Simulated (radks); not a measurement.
Question: The mean radii <r> (bohr) of the occupied orbitals of an atom or ion are listed with their occupations. Calculated with a radial shooting solver on a logarithmic mesh with Libxc functionals: scalar-relativistic Kohn-Sham, r2SCAN, spin-polarised, spherical densities, finite nucleus; meta-GGA in the generalised Kohn-Sham scheme; Fermi nuclear charge, rms radius of each element as measured or else 0.836 A^(1/3) + 0.57 fm.

| orbital | occ. | <r> |
|---|---|---|
| 1s up | 1 | 0.02074 |
| 1s down | 1 | 0.02074 |
| 2s up | 1 | 0.08808 |
| 2s down | 1 | 0.08808 |
| 2p up | 3 | 0.07808 |
| 2p down | 3 | 0.07808 |
| 3s up | 1 | 0.2296 |
| 3s down | 1 | 0.2295 |
| 3p up | 3 | 0.2288 |
| 3p down | 3 | 0.2286 |
| 3d up | 5 | 0.2081 |
| 3d down | 5 | 0.2078 |
| 4s up | 1 | 0.5178 |
| 4s down | 1 | 0.5179 |
| 4p up | 3 | 0.5481 |
| 4p down | 3 | 0.5483 |
| 4d up | 5 | 0.5918 |
| 4d down | 5 | 0.5929 |
| 5s up | 1 | 1.222 |
| 5s down | 1 | 1.245 |
| 5p up | 3 | 1.407 |
| 5p down | 3 | 1.428 |
| 4f up | 7 | 0.7395 |
| 4f down | 2 | 0.7613 |
| 6s up | 1 | 3.171 |
| 6p up | 2 | 3.787 |

Name the element and its charge. Open shells, if any, are filled with parallel spins first.

Answer: Z = 67, holmium, charge +1: Ho+ in [Xe] 4f9 6s1 6p2. The 1s radius gives Z: for a bare nucleus <r> = (2 gamma + 1)/(2Z) with gamma = sqrt(1 - (Z/c)^2), 0.02048 bohr for Z = 67, and screening makes it slightly larger (0.02074 here). The occupations add up to 66, and the charge is Z minus that.
